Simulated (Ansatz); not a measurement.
Frontier orbitals of C₃H₇FGe (`C[C]1(F)[CH2][GeH2]1`).

Charge 0, multiplicity 1. Correlated methods include outer-core shells of Ge, which these sets cover unevenly. Scalar relativity is left out up to krypton. The geometry is a stationary point of PBE0-D4/def2-TZVP. Basis def2-TZVPP, the Gaussian-basis code of Ansatz.

Orbital energies of one run (eV). Highest occupied ones, from the top: -6.49, -8.16, -9.85, -10.37, -10.90, -11.30, -11.75, -12.70, -13.29, -13.63, -15.28, -16.32, -19.90, -22.43. Empty: 0.19, 0.75, 1.22, 1.53, 2.08, 2.77.

(1) Which functional gave them?
A. LC-ωPBE
B. CAM-B3LYP
C. BLYP
D. PBE0

## Answers

(1) D. HOMO energies: PBE0 -6.49, CAM-B3LYP -7.78, BLYP -5.29, LC-ωPBE -9.03 eV.

LC-ωPBE has ω = 0.4 bohr⁻¹.
